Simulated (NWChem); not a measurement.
System: SnH4SO3; SMILES [OH][Sn]([OH])([OH])[SH]

Input file for NWChem:

```
start job
memory heap 200 mb stack 900 mb global 1100 mb
geometry units angstroms
  O     -0.584834     1.301863    -1.444597
  Sn    -0.187082     0.016867    -0.056910
  O     -1.459087     0.463576     1.343633
  O     -0.597736    -1.729469    -0.800088
  S      2.054968    -0.052616     0.683639
  H     -1.018826     2.095356    -1.128156
  H     -1.568986    -0.199977     2.025043
  H     -1.195014    -1.699712    -1.548389
  H      2.374883    -1.079380    -0.091451
end
basis spherical
  * library def2-svp
end
ecp
  Sn library def2-ecp
end
dft
  xc pbe0
  iterations 150
end
driver
  maxiter 120
end
task dft optimize
```

Not confirmed as a minimum by frequencies. def2 effective core potentials on Sn; no spin-orbit coupling.

The level has its own optimisation.

**Question.** Give the results of this calculation. (PBE0/def2-SVP with def2 effective core potentials on Sn.) Quantities: r H–O (Å); r S–Sn (Å); r H–S (Å); dipole (D).

**Answer.** The r H–O (Å) is 0.966 and the r S–Sn (Å) is 2.393. The r H–S (Å) comes out as 1.353 and the dipole (D) is 0.86.
